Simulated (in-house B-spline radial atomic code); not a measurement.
## BP86 excitations of P⁵⁺

Method: BP86. Computed with a B-spline radial code for spherical atoms: linear response of the closed shell [He] 2s2 2p6 with the functional's adiabatic kernel; non-relativistic, point nucleus, no spin-orbit coupling, no double excitations, S, P, D and F terms only. Only terms of natural parity with L up to 3 were computed.

Command:
```bash
python run_td.py task.json out
```
Settings (radii: box in bohr, nucleus in fm):
```
Z                        15
electrons                10
configuration            [He] 2s2 2p6
hamiltonian              nr
method                   b88,p86
box_radius               16.35
intervals                50
```

Time taken, with all properties: 0.2 s on 1 thread of Intel(R) Xeon(R) Platinum 8488C (Sapphire Rapids) (shared host).

The lowest states, in the order of their Tamm-Dancoff energies; the method's threshold (minus the highest occupied level) is 199.96 eV. Labels give the largest channel, * marks a mixed state, and oscillator strengths are full-response dipole values. Semilocal kernels can invert the small singlet-triplet splittings of Rydberg terms. Energies in eV:

```tsv
state	full response	Tamm-Dancoff	oscillator strength
2p → 3s 3P	129.28	129.29	-
2p → 3s 1P	130.30	130.32	0.201
2p → 3p 3S	139.48	139.51	-
2p → 3p 3D	140.23	140.24	-
2p → 3p 1D	140.97	140.97	-
2p → 3p 1S	?	?	-
2p → 3d 3P	154.98	154.99	-
2p → 3d 3F	155.04	155.05	-
2p → 3d 1F	155.44	155.44	-
2p → 3d 1P	?	?	?
```

Where does 2p → 3p 1S lie?

At 146.55 eV in full response, 147.01 eV in Tamm-Dancoff.

Where does 2p → 3d 1P lie?

At 157.49 eV in full response, 157.58 eV in Tamm-Dancoff, oscillator strength 1.08.

How large is the singlet-triplet splitting of 2p → 3s (P terms) in Tamm-Dancoff?

1.04 eV, from the unrounded values.

What polarisabilities and dispersion coefficient does the method give?

Dipole 0.1103 bohr³, quadrupole 0.05767 bohr⁵, C6 0.06743 hartree·bohr⁶ for two such species.
